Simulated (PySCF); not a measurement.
## A series of related molecules

The calculation used PySCF 2.14.0, TDDFT CAM-B3LYP/def2-SVPD circular dichroism and optical rotation, one conformer, gas phase. Geometry: GFN2-xTB.

Each molecule in one low-energy conformer. The parent is C[C@@H]1[SiH2]N([SiH3])[Si@@H]1Br.

The calculation is non-relativistic, which matters for the atoms heavier than Zn.

(1) How does the specific rotation at 589.3 nm (origin-invariant length gauge) change along this series?
- C[C@@H]1[SiH2]N([SiH3])[Si@@H]1Br (base)
- C[C@@H]1[SiH2]N([SiH3])[Si@H]1Br (diastereomer)

## Answers

(1) 
```csv
molecule,[α]589 (deg dm⁻¹ (g/mL)⁻¹),S1 (eV),"R(S1), velocity form (10⁻⁴⁰ esu² cm²)"
C[C@@H]1[SiH2]N([SiH3])[Si@@H]1Br,-147.4,5.95,-9.6
C[C@@H]1[SiH2]N([SiH3])[Si@H]1Br,+121.4,5.96,+15.3
```
The specific rotation at 589.3 nm (origin-invariant length gauge) is lowest for C[C@@H]1[SiH2]N([SiH3])[Si@@H]1Br and highest for C[C@@H]1[SiH2]N([SiH3])[Si@H]1Br.
